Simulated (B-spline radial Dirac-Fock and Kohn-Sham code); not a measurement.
# Two-hole binding energies of Fe³⁺

System: iron as Fe³⁺, 1s2 2s2 2p6 3s2 3p6 3d5.

Calculated with a radial atomic solver, using relaxed Dirac-Fock hole states (ΔSCF) with Breit and QED corrections and a finite nucleus. U is the two-hole binding energy less the two single-hole energies, the effective repulsion of the holes after relaxation. Each two-hole energy is an average over J within one jj subconfiguration.

| holes | E(a) (eV) | E(b) (eV) | E(ab) (eV) | U (eV) |
| --- | --- | --- | --- | --- |
| 1s⁻² | 7166.6 | 7166.6 | ? | ? |
| 1s⁻¹ 2p1/2⁻¹ | 7166.6 | 777.4 | 8042.2 | 98.1 |
| 2s⁻² | 904.9 | 904.9 | 1871.6 | 61.9 |
| 2s⁻¹ 2p1/2⁻¹ | 904.9 | 777.4 | 1738.7 | 56.5 |
| 2s⁻¹ 2p3/2⁻¹ | 904.9 | 765.2 | 1726.2 | 56.1 |
| 2p1/2⁻¹ 2p3/2⁻¹ | 777.4 | 765.2 | 1610.1 | 67.5 |
| 2s⁻¹ 3p1/2⁻¹ | 904.9 | 110.3 | 1042.2 | 27.1 |
| 2s⁻¹ 3p3/2⁻¹ | 904.9 | 108.7 | 1040.5 | 26.9 |
| 2p1/2⁻¹ 3s⁻¹ | 777.4 | 149.9 | 955.0 | 27.8 |
| 2p1/2⁻¹ 3p3/2⁻¹ | 777.4 | 108.7 | 913.6 | 27.5 |
| 2p3/2⁻¹ 3p1/2⁻¹ | 765.2 | 110.3 | 903.2 | 27.7 |
| 3p1/2⁻² | 110.3 | 110.3 | 244.7 | 24.1 |
| 3p1/2⁻¹ 3p3/2⁻¹ | 110.3 | 108.7 | 241.5 | 22.5 |
| 3p3/2⁻² | 108.7 | 108.7 | 240.4 | 22.9 |

Q: Give the missing two-hole energy and U.

A: E(ab) = 14703.9 eV and U = 370.6 eV.
